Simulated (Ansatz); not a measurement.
Species: LaO (charge 0, doublet). The spin state was set by rule; other spins were not relaxed. SMILES: [O]=[La]
Structure (B3LYP-D3(BJ)/def2-TZVP (Ansatz, a quantum-chemistry and plane-wave program) minimum search):
```
La
O 1 1.9220
```
Charge 0, spin multiplicity 2.

Parts of the frozen-core correlation energy in def2-SVP (Ansatz, hartree). Frozen orbitals: 5; correlated occupied orbitals by spin: 5 and 4; virtual: 36 and 37. UHF or UKS for open shells. No spin-orbit coupling. Past Kr the def2 sets carry scalar-relativistic core potentials.

| term | value |
|---|---|
| reference (HF) | -105.94315 |
| MP2 opposite-spin | -0.18235 |
| MP2 same-spin | -0.07712 |
| CCSD correlation | -0.24167 |
| (T) | -0.01243 |
| CCSDT minus CCSD(T) | 0.00010 |
| CCSDT(Q) minus CCSD(T) | -0.00143 |
| T1 diagnostic | 0.035 |
| largest doubles amplitude | 0.050 |
| <S^2> of the reference | 0.754 |
